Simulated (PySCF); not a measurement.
## Correlation energy of W(59+) (tungsten, charge +59)

[Ne] 3s2 3p3, high-spin 4S determinant. All numbers are calculated (PySCF 2.14, no relativity, point nucleus, in an uncontracted even-tempered set (16 s from 16 bohr⁻², ratio 2.5; 10 p from 21 bohr⁻², ratio 2.5; 4 d from 81 bohr⁻², ratio 2.7; 4 f from 120 bohr⁻², ratio 2.7)). Frozen: 1s2; 13 electrons correlated; the 17 highest virtual orbitals of each spin left out.

| level | correlation energy (mhartree) |
| --- | --- |
| CCSD | -533.62 |
| (T) | -0.69 |
| CCSD(T) | -534.31 |

Diagnostics: T1 = 0.00015, D1 = 0.0005, largest double amplitude 0.021.

Task: Is a single reference adequate?

Result: Yes, within this model without spin-orbit coupling: T1 lies below 0.03 and no double amplitude reaches 0.07.

At this charge a non-relativistic calculation is a model, useful for the Z dependence of the correlation energy.

Spin-orbit coupling is strong in this species, so the high-spin LS determinant is a model state.
